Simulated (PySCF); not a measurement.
**Ionisation energy of Pd⁴⁴⁺ by level of theory**

Pd⁴⁴⁺ 1s2 (1S) → Pd⁴⁵⁺ 1s1 (2S), as a difference of total energies. Computed with PySCF 2.14 in an even-tempered Gaussian basis (15 s from 83 bohr⁻², ratio 2.2; 7 p from 130 bohr⁻², ratio 2.4; 4 d from 380 bohr⁻², ratio 2.4; 3 f from 560 bohr⁻², ratio 2.4; 3 g from 850 bohr⁻², ratio 2.4), with no relativity, point nucleus. Correlated levels: nothing frozen; virtual orbitals above 40 to 60 times the deepest correlated orbital energy dropped. The calculations carry no spin-orbit coupling.

```
                 method  ionisation energy (eV)
                    UHF                 28010.3
    MP2 (all electrons)                 28011.6
SCS-MP2 (all electrons)                 28011.8
   CCSD (all electrons)                 28011.6
```

The gap to the reference is mostly relativistic.

With two correlated electrons CCSD is exact in that space.

For comparison: 28776.0 eV (theoretical estimate listed by NIST; NIST Atomic Spectra Database, ionization energies).
